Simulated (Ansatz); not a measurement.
The cluster Nb2S⁺, relaxed as a doublet with UKS r2SCAN-D4/def2-TZVP in Ansatz, starting from the GFN2-xTB geometry. Force threshold 0.02 eV/Å.

In the def2 sets Nb takes a core potential; there is no spin–orbit coupling. The relaxation made no stability test and no search for a lower SCF solution. The structure comes from a short search, and lower isomers may exist.

Start:

```csv
atom,x (Å),y (Å),z (Å)
Nb1,0.2512,-0.4572,1.2337
Nb2,0.0736,-1.1872,-1.8920
S3,-0.3248,1.6444,0.6583
```

```
        step  energy (eV)  largest force component (eV/Å)  SCF passes
           1  -13927.1037                           2.493         235
           2  -13927.6139                           1.520          45
           3  -13928.1196                           1.617          41
           4  -13928.5901                           1.410          43
           5  -13929.3108                           2.361         116
           6  -13929.8355                           2.945          46
7 (rejected)  -13929.6937                           3.140          53
           8  -13930.0297                           0.473          43
           9  -13930.0351                           0.256          38
          10  -13930.0371                           0.003          35
```

Force components are those of the run's own axes.

End:

```
atom   x (Å)   y (Å)   z (Å)
 Nb1   0.296  -0.747   1.006
 Nb2   0.007  -0.570  -1.154
  S3  -0.303   1.317   0.149
```

Bonds formed: Nb2–S3 (atoms count from 1).

No frequencies were taken in this run, so the end may be a saddle point.

Run time 54 s (4 threads of Arm Neoverse V2 on a shared host).
